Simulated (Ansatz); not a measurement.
One change: `C[O][Mo](=[NH])(=[NH])[NH2]` becomes `[NH]=[Mo](=[NH])([NH2])[Cl]`.

Ansatz, PBE0-D4/def2-TZVP geometries, multiplicity 1. Each molecule was computed in one conformer, which needn't be the lowest.

Elements past krypton have def2 core potentials.

```tsv
property	`C[O][Mo](=[NH])(=[NH])[NH2]`
HOMO energy (B3LYP/def2-TZVPP) / eV	-6.93
size of the dipole moment (ωB97M-V/def2-TZVPP) / D	1.67
LUMO energy (PBE/def2-TZVPP) / eV	-1.73
LUMO energy (ωB97M-V/def2-TZVPP) / eV	1.06
HOMO energy (ωB97M-V/def2-TZVPP) / eV	-9.38
size of the dipole moment (B3LYP/def2-TZVPP) / D	1.62
```

Q: Give the same properties after the change, and the shifts. (An estimate is asked.)

A: The calculation gave: 
```
                                          property  `[NH]=[Mo](=[NH])([NH2])[Cl]`  shift
               HOMO energy (B3LYP/def2-TZVPP) / eV                          -7.44  -0.51
size of the dipole moment (ωB97M-V/def2-TZVPP) / D                           3.66   1.99
                 LUMO energy (PBE/def2-TZVPP) / eV                          -2.35  -0.62
             LUMO energy (ωB97M-V/def2-TZVPP) / eV                           0.43  -0.63
             HOMO energy (ωB97M-V/def2-TZVPP) / eV                          -9.87  -0.49
  size of the dipole moment (B3LYP/def2-TZVPP) / D                           3.57   1.95
```

With PBE0 the HOMO falls by 0.53 eV and the LUMO falls by 0.67 eV, so the gap narrows by about 0.14 eV. PBE moves the HOMO by -0.56 eV and ωB97M-V by -0.49 eV. Dipoles are sizes alone; their direction can turn.

B3LYP here is the variant with VWN-RPA as its local correlation; programs differ in this.
